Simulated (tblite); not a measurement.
Species: C7H10OSi.
Geometry (GFN2-xTB, Å), atoms numbered from 1 in this order:
```xyz
19
C7H10OSi angstrom
C     -0.7310    2.6250    1.0353
C     -0.8358    1.6775    0.3099
C     -0.9504    0.5094   -0.5326
C     -2.0751   -0.3754   -0.0532
C     -1.7970   -1.6026    0.3492
C     -0.3798   -2.0870    0.3269
Si     0.5871   -0.6479   -0.4360
O      1.7448   -0.2406    0.6217
C      2.6081    0.8602    0.5753
H     -0.6474    3.4619    1.6621
H     -1.1707    0.8526   -1.5497
H     -3.0748    0.0344   -0.0415
H     -2.5635   -2.2783    0.7032
H     -0.3102   -3.0052   -0.2553
H     -0.0555   -2.3349    1.3382
H      1.1276   -0.8742   -1.7838
H      3.2482    0.8177    1.4562
H      3.2259    0.8251   -0.3244
H      2.0396    1.7916    0.5799
```

Computed values, GFN2-xTB/tblite, gas phase, harmonic and unscaled. Errors from tens to a few hundred cm⁻¹ against measured bands are possible. Modes of hydrogen on silicon can be 10 to 20 % off. One conformer, not necessarily the lowest.

Harmonic wavenumbers (cm⁻¹): 36.3, 79.8, 104.2, 123.2, 132.0, 158.4, 233.2, 264.1, 317.6, 375.7, 414.2, 501.5, 594.1, 611.5, 640.9, 661.7, 661.8, 708.7, 730.6, 782.6, 816.5, 838.7, 902.6, 977.9, 1019.3, 1054.2, 1097.8, 1112.9, 1127.7, 1135.1, 1152.3, 1180.0, 1218.5, 1249.6, 1314.8, 1408.8, 1458.3, 1476.4, 1483.0, 1714.1, 2210.5, 2279.5, 2905.9, 2959.7, 2970.8, 2975.2, 2996.1, 2998.2, 3054.5, 3074.7, 3393.8.

A = 1746, B = 1404, C = 882.4 MHz; mass 138.050 u (most abundant isotopes); point group C1, symmetry number 1.

Q: Zero-point energy?

A: Half the sum of the wavenumbers: 31845 cm⁻¹ = 380.95 kJ/mol.

Q: Give the ideal-gas entropy at 298.15 K and 1 bar in the rigid-rotor, harmonic-oscillator model (classical rotation).

A: Translation 170.31, rotation 122.96, vibration 136.93: S = 430.2 J/(mol K).

Q: And Cp and H(298.15 K) − H(0)?

A: Cp = 172.56 J/(mol K), of which vibrations give 139.30 (their classical limit is 51 R = 424.0); H(298.15 K) − H(0) = 31.16 kJ/mol without the zero-point energy, 21.25 from vibrations.

Q: What must be added to the electronic energy to get the Gibbs energy at 298.15 K and 1 bar?

A: ZPE + [H(298.15 K) − H(0)] − T·S = 380.95 + 31.16 − 128.26 = 283.85 kJ/mol.

Q: Which modes carry the vibrational entropy at 298.15 K?

A: 36.3 cm⁻¹: 22.81; 79.8 cm⁻¹: 16.30; 104.2 cm⁻¹: 14.12; 123.2 cm⁻¹: 12.76; 132.0 cm⁻¹: 12.20; 158.4 cm⁻¹: 10.75 J/(mol K); the other 45 give 47.99 together.

Q: How do the functions run with temperature in this model?

A: 
| T (K) | S (J/(mol K)) | Cp (J/(mol K)) | H − H(0) (kJ/mol) | G − H(0) (kJ/mol) | ln q(vib) |
| --- | --- | --- | --- | --- | --- |
| 100 | 299.0 | 84.7 | 5.81 | -24.09 | 2.07 |
| 200 | 370.8 | 127.8 | 16.42 | -57.74 | 5.05 |
| 300 | 431.3 | 173.4 | 31.48 | -97.90 | 7.95 |
| 500 | 538.8 | 249.5 | 74.24 | -195.16 | 13.61 |
| 800 | 672.8 | 319.7 | 160.60 | -377.66 | 21.56 |
| 1000 | 747.6 | 350.1 | 227.74 | -519.86 | 26.41 |

q(vib) and H(0) count from the zero-point level.

Hindered rotation and anharmonicity are outside this model. Other conformers, if any are populated, would add a mixing term that is left out. The structure is chiral; the term R ln 2 for an equal mix with its mirror image is left out.

Time: 2.4 s wall. Hardware: one thread of an AMD EPYC (shared host). The figure is for the frequency step alone.
